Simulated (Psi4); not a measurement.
C₃H₇O (SMILES CC(C)=[OH+]), charge +1, singlet, geometry from GFN2-xTB; B3LYP5/3-21G in Psi4.

Psi4 was given this input:
```
memory 2 GB

molecule mol {
1 1
  O    -0.121965   -0.119431    1.327998
  C    -0.007982   -0.010990    0.068806
  C     0.073735    1.283612   -0.602300
  C     0.048491   -1.253400   -0.695854
  H    -0.322808    2.104262   -0.004943
  H     0.332738   -2.096634   -0.068232
  H    -0.402342    1.262464   -1.581957
  H     1.130510    1.502235   -0.797786
  H     0.692597   -1.168454   -1.569355
  H    -0.955880   -1.466878   -1.079958
  H    -0.184562    0.703124    1.854335
}

set basis 3-21g
set reference rks

energy('b3lyp5')
print_variables()
```

Task: What does Psi4 print? Leave out banner, timings and long lists.

Result: 
```
   => Loading Basis Set <=

    Name: 3-21G
    Role: ORBITAL
    Keyword: BASIS

         ---------------------------------------------------------
                                   SCF
               by Justin Turney, Rob Parrish, Andy Simmonett
                          and Daniel G. A. Smith
                              RKS Reference
         ---------------------------------------------------------

  ==> Geometry <==

    Molecular point group: c1
    Full point group: C1

    Geometry (in Angstrom), charge = 1, multiplicity = 1:

       Center              X                  Y                   Z               Mass
    ------------   -----------------  -----------------  -----------------  -----------------
         O           -0.117098462627    -0.105325393487     1.273540004666    15.994914619570
         C           -0.003115462627     0.003115606513     0.014348004666    12.000000000000
         C            0.078601537373     1.297717606513    -0.656757995334    12.000000000000
         C            0.053357537373    -1.239294393487    -0.750311995334    12.000000000000
         H           -0.317941462627     2.118367606513    -0.059400995334     1.007825032230
         H            0.337604537373    -2.082528393487    -0.122689995334     1.007825032230
         H           -0.397475462627     1.276569606513    -1.636414995334     1.007825032230
         H            1.135376537373     1.516340606513    -0.852243995334     1.007825032230
         H            0.697463537373    -1.154348393487    -1.623812995334     1.007825032230
         H           -0.951013462627    -1.452772393487    -1.134415995334     1.007825032230
         H           -0.179695462627     0.717229606513     1.799877004666     1.007825032230

  Running in c1 symmetry.

  Rotational constants: A =      0.32447  B =      0.28710  C =      0.16115 [cm^-1]
  Rotational constants: A =   9727.39259  B =   8606.99139  C =   4831.10227 [MHz]
  Nuclear repulsion =  129.223814279310773

  Charge       = 1
  Multiplicity = 1
  Electrons    = 32
  Nalpha       = 16
  Nbeta        = 16

  ==> Algorithm <==

  SCF Algorithm Type is DF.
  DIIS enabled.
  MOM disabled.
  Fractional occupation disabled.
  Guess Type is SAD.
  Energy threshold   = 1.00e-06
  Density threshold  = 1.00e-06
  Integral threshold = 1.00e-12

  ==> Primary Basis <==

  Basis Set: 3-21G
    Blend: 3-21G
    Number of shells: 34
    Number of basis functions: 50
    Number of Cartesian functions: 50
    Spherical Harmonics?: false
    Max angular momentum: 1

  ==> DFT Potential <==

   => LibXC <=

    Version 7.1.2
    S. Lehtola, C. Steigemann, M. J. T. Oliveira, and M. A. L. Marques,  SoftwareX 7, 1–5 (2018) (10.1016/j.softx.2017.11.002)

   => Composite Functional: B3LYP5 <=

    B3LYP5 Hyb-GGA Exchange-Correlation Functional

    P. J. Stephens, F. J. Devlin, C. F. Chabalowski, and M. J. Frisch,  J. Phys. Chem. 98, 11623 (1994) (10.1021/j100096a001)

    Deriv               =              1
    GGA                 =           TRUE
    Meta                =          FALSE

    Exchange Hybrid     =           TRUE
    MP2 Hybrid          =          FALSE

   => Exchange Functionals <=

    0.0800   Slater exchange
    0.7200         Becke 88

   => Exact (HF) Exchange <=

    0.2000               HF

   => Correlation Functionals <=

    0.1900   Vosko, Wilk & Nusair (VWN5)
    0.8100   Lee, Yang & Parr

   => LibXC Density Thresholds  <==

    XC_HYB_GGA_XC_B3LYP5:  1.00E-15

   => Molecular Quadrature <=

    Radial Scheme          =       TREUTLER
    Pruning Scheme         =           NONE
    Nuclear Scheme         =       TREUTLER

    Blocking Scheme        =         OCTREE
    BS radius alpha        =              1
    Pruning alpha          =              1
    Radial Points          =             75
    Spherical Points       =            302
    Total Points           =         234216
    Total Blocks           =           1804
[...]

  SCF_SUBTYPE=INCORE selected. In-core MEM_DF algorithm will be used.
  Using in-core AOs.

  ==> MemDFJK: Density-Fitted J/K Matrices <==

    J tasked:                   Yes
    K tasked:                   Yes
    wK tasked:                   No
    Algorithm:                 Core
    Schwarz Cutoff:           1E-12
    Mask sparsity (%):       0.5600
    Fitting Condition:        1E-10

   => Auxiliary Basis Set <=

  Basis Set: (3-21G AUX)
    Blend: DEF2-UNIVERSAL-JKFIT
    Number of shells: 142
    Number of basis functions: 500
    Number of Cartesian functions: 500
    Spherical Harmonics?: false
    Max angular momentum: 4

  Minimum eigenvalue in the overlap matrix is 1.1407608616E-02.
  Reciprocal condition number of the overlap matrix is 2.5891535546E-03.
    Using symmetric orthogonalization.

  ==> Pre-Iterations <==

  SCF Guess: Superposition of Atomic Densities via on-the-fly atomic UHF (no occupation information).

   -------------------------
    Irrep   Nso     Nmo
   -------------------------
     A         50      50
   -------------------------
    Total      50      50
   -------------------------

  ==> Iterations <==

                           Total Energy        Delta E     RMS |[F,P]|

   @DF-RKS iter SAD:  -192.15650013498561   -1.92157e+02   0.00000e+00
   @DF-RKS iter   1:  -192.11863788964044    3.78622e-02   1.25131e-02 ADIIS/DIIS
   @DF-RKS iter   2:  -192.11401268476783    4.62520e-03   1.22156e-02 ADIIS/DIIS
   @DF-RKS iter   3:  -192.29583439593756   -1.81822e-01   1.08046e-03 ADIIS/DIIS
   @DF-RKS iter   4:  -192.29652195781333   -6.87562e-04   7.24748e-04 ADIIS/DIIS
   @DF-RKS iter   5:  -192.29703296095204   -5.11003e-04   1.14910e-04 ADIIS/DIIS
   @DF-RKS iter   6:  -192.29704779070690   -1.48298e-05   1.80019e-05 DIIS
   @DF-RKS iter   7:  -192.29704823030661   -4.39600e-07   1.29403e-06 DIIS
   @DF-RKS iter   8:  -192.29704823324906   -2.94244e-09   1.73078e-07 DIIS
  Energy and wave function converged.

  ==> Post-Iterations <==

   Electrons on quadrature grid:
      Ntotal   =   32.0000279695 ; deviation = 2.797e-05

    Orbital Energies [Eh]
    ---------------------

    Doubly Occupied:

[...]
      16A     -0.588179

    Virtual:

[...]
      50A      2.873338

    Final Occupation by Irrep:
              A
    DOCC [    16 ]
    NA   [    16 ]
    NB   [    16 ]

  @DF-RKS Final Energy:  -192.29704823324906

   => Energetics <=

    Nuclear Repulsion Energy =            129.2238142793107727
    One-Electron Energy =                -507.2739069954322986
    Two-Electron Energy =                 207.5562450537750578
    DFT Exchange-Correlation Energy =     -21.8032005709025931
    Empirical Dispersion Energy =           0.0000000000000000
    VV10 Nonlocal Energy =                  0.0000000000000000
    Total Energy =                       -192.2970482332490576

Computation Completed

Properties will be evaluated at   0.000000,   0.000000,   0.000000 [a0]

Properties computed using the SCF density matrix

 Multipole Moments:

 ------------------------------------------------------------------------------------
     Multipole            Electronic (a.u.)      Nuclear  (a.u.)        Total (a.u.)
 ------------------------------------------------------------------------------------

 L = 1.  Multiply by 2.5417464519 to convert [e a0] to [Debye]
 Dipole X            :         -0.3050565            0.3034763           -0.0015802
 Dipole Y            :         -0.1517288            0.8796449            0.7279161
 Dipole Z            :          3.2792520           -3.3960530           -0.1168010
 Magnitude           :                                                    0.7372291

 ------------------------------------------------------------------------------------

  Variable Map:
  ----------------------------------------------------------------------------
[...]
  Array Variable Map:
  ----------------------------------------------------------------------------
[...]
[...]
```
